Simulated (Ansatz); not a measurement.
Cost and result for the atomization energy of `CN([SiH3])[SiH](O)O` (15 atoms, 14 bonds).

```xyz
15

C     1.302    0.178    1.153
N     0.268    0.235    0.116
Si   -0.649    1.693    0.026
Si   -0.012   -1.238   -0.730
O    -0.555   -2.461    0.209
O    -1.132   -0.986   -1.898
H     1.872    1.111    1.187
H     2.012   -0.628    0.942
H     0.884   -0.005    2.148
H    -1.663    1.827    1.111
H     0.283    2.848    0.141
H    -1.357    1.756   -1.279
H     1.286   -1.735   -1.233
H    -1.459   -2.412    0.524
H    -1.078   -0.183   -2.418
```

The species carries charge 0 and has multiplicity 1. The geometry is a stationary point of PBE0-D4/def2-TZVP. It is one conformer, not always the lowest. Program: Ansatz. All runs use 2 threads of an AMD EPYC 7R13 on a shared host and a share of an NVIDIA H100 80 GB. Times are those of one run each, without the atoms' runs, and a repeat can differ threefold. Electronic energies, without spin–orbit coupling; frozen cores. CCSD(T)/CBS adds CCSD(T) − MP2 in def2-TZVPP to the MP2 limit, and its time is that of the two runs behind it. T1 = 0.011. B3LYP takes the VWN-RPA correlation (the form of Gaussian; ORCA's B3LYP/G).

CCSD(T)/CBS is a level of theory with its own doubt, some kJ/mol a heavy atom from the limit and from the frozen cores, so smaller differences don't rank the functionals.

```csv
level,functions,wall time
PBE0-D4/def2-TZVPP,334,2.5 s
PBE-D4/def2-TZVPP (with forces),334,2.8 s
r2SCAN-D4/def2-TZVPP (with forces),334,3.1 s
B3LYP-D4/def2-TZVPP (with forces),334,3.2 s
B2PLYP/def2-TZVPP,334,3.2 s
ωB97X-V/def2-TZVPP,334,3.7 s
MP2/def2-QZVPP,638,4.1 s
ωB97M-V/def2-TZVPP (with forces),334,4.7 s
CCSD(T)/def2-TZVPP,334,7 s
CCSD(T)/CBS(def2),–,11 s
```

Task: What atomization energy does each give, and how far from CCSD(T)/CBS? (An estimate is asked.)

Result: The calculation gave: 
```json
{"level": "PBE0-D4/def2-TZVPP", "atomization (kcal/mol)": "1301.5", "difference from CCSD(T)/CBS": "-17.6", "per bond": "-1.3"}
{"level": "PBE-D4/def2-TZVPP (with forces)", "atomization (kcal/mol)": "1321.7", "difference from CCSD(T)/CBS": "2.6", "per bond": "0.2"}
{"level": "r2SCAN-D4/def2-TZVPP (with forces)", "atomization (kcal/mol)": "1311.2", "difference from CCSD(T)/CBS": "-7.9", "per bond": "-0.6"}
{"level": "B3LYP-D4/def2-TZVPP (with forces)", "atomization (kcal/mol)": "1312.8", "difference from CCSD(T)/CBS": "-6.3", "per bond": "-0.5"}
{"level": "B2PLYP/def2-TZVPP", "atomization (kcal/mol)": "1298.5", "difference from CCSD(T)/CBS": "-20.6", "per bond": "-1.5"}
{"level": "ωB97X-V/def2-TZVPP", "atomization (kcal/mol)": "1319.8", "difference from CCSD(T)/CBS": "0.7", "per bond": "0.0"}
{"level": "MP2/def2-QZVPP", "atomization (kcal/mol)": "1322.3", "difference from CCSD(T)/CBS": "3.2", "per bond": "0.2"}
{"level": "ωB97M-V/def2-TZVPP (with forces)", "atomization (kcal/mol)": "1318.9", "difference from CCSD(T)/CBS": "-0.2", "per bond": "0.0"}
{"level": "CCSD(T)/def2-TZVPP", "atomization (kcal/mol)": "1280.5", "difference from CCSD(T)/CBS": "-38.6", "per bond": "-2.8"}
{"level": "CCSD(T)/CBS(def2)", "atomization (kcal/mol)": "1319.1", "difference from CCSD(T)/CBS": "0.0", "per bond": "0.0"}
```

The D4 term adds +14.1 kcal/mol with B3LYP and +7.5 kcal/mol with PBE0; it sums over pairs of atoms, weighted by their polarisabilities, and B3LYP, whose exchange is more repulsive, gets the larger term. In def2-TZVPP, CCSD(T) changes the Hartree–Fock value by +332.1 kcal/mol (the triples alone add +17.3 kcal/mol) and MP2 by +350.6 kcal/mol; breaking electron pairs costs correlation energy, which Hartree–Fock lacks. From PBE to PBE0 (25 % exact exchange), in def2-TZVPP and without D4, the atomization energy moves by −18.9 kcal/mol: exact exchange takes away binding that semilocal exchange gives to molecules.
